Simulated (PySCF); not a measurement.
Fractional electron number in La⁺ (lanthanum, charge +1)

The 5d alpha orbital of [Xe] 5d2 is emptied in steps (occupation f), with all orbitals relaxed, ending at [Xe] 5d1. All numbers are calculated (PySCF 2.14, scalar relativity through the core potential, in def2-TZVP with the def2 core potential (46 electrons) (6s4p3d1f, 40 functions)). The exact energy is a straight line in f; departures are measured from the line between the end points of the same method.

```json
{"f": "1", "UHF (eV)": "0.000", "LDA (eV)": "0.000", "PBE (eV)": "0.000"}
{"f": "0.8", "UHF (eV)": "0.063", "LDA (eV)": "-0.580", "PBE (eV)": "-0.560"}
{"f": "0.6", "UHF (eV)": "0.091", "LDA (eV)": "-0.863", "PBE (eV)": "-0.844"}
{"f": "0.4", "UHF (eV)": "0.089", "LDA (eV)": "-0.867", "PBE (eV)": "-0.848"}
{"f": "0.2", "UHF (eV)": "0.058", "LDA (eV)": "-0.580", "PBE (eV)": "-0.567"}
{"f": "0", "UHF (eV)": "0.000", "LDA (eV)": "0.000", "PBE (eV)": "0.000"}
```

| method | E(f=0) − E(f=1) (eV) | −ε at f=1 (eV) | −ε at f=0.4 (eV) |
| --- | --- | --- | --- |
| UHF | 10.441 | 10.843 | 10.355 |
| LDA | 11.364 | 7.830 | 12.070 |
| PBE | 11.330 | 7.860 | 12.020 |

Orbital energy along the path (eV):

```csv
f,UHF,LDA,PBE
1,-10.843,-7.830,-7.860
0.8,-10.666,-9.349,-9.218
0.6,-10.504,-10.625,-10.606
0.4,-10.355,-12.070,-12.020
0.2,-10.217,-13.533,-13.449
0,-10.088,-14.988,-14.876
```

Reference removal energy between the ground levels: 11.185 eV (measured; NIST Atomic Spectra Database, ionization energies). The calculation has no spin-orbit coupling. UHF lacks correlation.
